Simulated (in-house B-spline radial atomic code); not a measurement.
**Ionising Re68+ with different functionals**

Computed with an all-electron radial atomic-structure program (B-spline basis): scalar-relativistic (spin-free X2C) Hamiltonian, Fermi nucleus of rms radius 5.3698 fm, spin-polarised at highest spin, spherical fractional occupations for the functionals. The ionisation energy is the difference of two self-consistent energies, [He] 2s2 2p3 → [He] 2s2 2p2, without Breit or QED terms; ε is the level of the shell that loses the electron (its least bound occupied spin orbital). There is no spin-orbit coupling in this Hamiltonian.

Hybrids are left out here: with spherical fractional occupations of an open shell their exact exchange keeps a self-interaction that integer-occupation calculations don't have.

```
  method  rung  ΔSCF (eV)  -ε(2p) (eV)
LDA VWN5   LDA    17654.3      17480.1
    RPBE   GGA          ?            ?
    AM05   GGA          ?            ?
    OLYP   GGA    17670.3      17497.2
  PBEsol   GGA    17657.7      17483.5
```

Task: What does AM05 give?

Result: ΔSCF 17654.2 eV, and -ε(2p) = 17480.1 eV.

Task: What does RPBE give?

Result: ΔSCF 17661.3 eV, and -ε(2p) = 17487.2 eV.

Task: How do they compare with the NIST value?

Result: NIST lists 17120 eV ± 50 (tabulated theory, ground level to ground level). Errors run from +534.2 to +550.3 eV. The correlated functionals all miss on the same side by more than they spread, so the cause is common to them (spin-orbit coupling, Breit-QED terms, multiplet and fine-structure energies, or a listed next ion that isn't the cheapest removal here) and closeness doesn't rank the functionals.
